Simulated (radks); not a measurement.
Problem. O II, 7 electrons, occupied as [He] 2s1.75 2p3 3d0.25 (fractional occupations, a model configuration). All-electron calculation, non-relativistic Kohn-Sham, PBE, spin-polarised, spherical densities, point nucleus; open shells are filled with parallel spins first. Program: a radial shooting solver on a logarithmic mesh with Libxc functionals. Some entries of the table are withheld. Estimate them.

| orbital | occ. | eigenvalue (hartree) | <r> (bohr) |
|---|---|---|---|
| 1s up | 1 | -19.74389 | 0.2000 |
| 1s down | 1 | -19.65264 | 0.1993 |
| 2s up | 1 | -1.65164 | 1.060 |
| 2s down | 0.75 | -1.39863 | 1.102 |
| 2p up | 3 | -1.09403 | 1.059 |
| 2p down | 0 | -0.84765 | 1.138 |
| 3s up | 0 | -0.28792 | (1) |
| 3p up | 0 | -0.20292 | 4.641 |
| 3d up | 0.25 | -0.11708 | 6.332 |

Solution. 
(1) 3s up <r> (bohr): 3.813
